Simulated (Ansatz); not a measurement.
**Loss of CH4: C4H8BF → C3H4BF + CH4**

Species: C4H8BF `C=CCB(C)F`, singlet; C3H4BF `C#CB(C)F`, singlet; CH4 (methane) `C`, singlet. This is a balance of energies; it says nothing on the path, which may need atoms to shift.

Shapes, held fixed at every level: PBE0-D4/def2-TZVP. Flexible molecules stand in one conformer, not always the lowest. Programs: Ansatz 0.2.0. The zero-point and thermal change to 298 K, harmonic and unscaled (PBE0-D4/def2-TZVP), is -12.3 kJ/mol.

| level | kind | ΔH(298 K) (kJ/mol) | less CCSD(T)/CBS estimate |
| --- | --- | --- | --- |
| HF/def2-SVP | Hartree–Fock | +88.3 | -6.1 |
| PBE-D4/def2-TZVPP | GGA | +109.7 | +15.3 |
| r2SCAN0-D4/def2-TZVPP | global hybrid | +115.9 | +21.5 |
| wB97X-V/def2-TZVPP | range-separated hybrid | +111.2 | +16.8 |
| B2PLYP/def2-TZVPP | double hybrid | +81.9 | -12.5 |
| MP2/def2-SVP | perturbation theory | +95.7 | +1.3 |
| CCSD(T)/def2-SVP | coupled cluster or CI | +101.1 | +6.7 |
| CCSD(T)/CBS estimate | coupled cluster or CI | +94.4 | 0.0 |

The highest level, CCSD(T)/CBS estimate, gives ΔH(298 K) = +94.4 kJ/mol; the levels span +81.9 to +115.9. The column of differences is taken from that level and isn't an error. No measured value is set beside it here. The CBS estimate extrapolates MP2 from def2-TZVPP and def2-QZVPP and adds CCSD(T) − MP2 in the triple-zeta set, cores frozen.
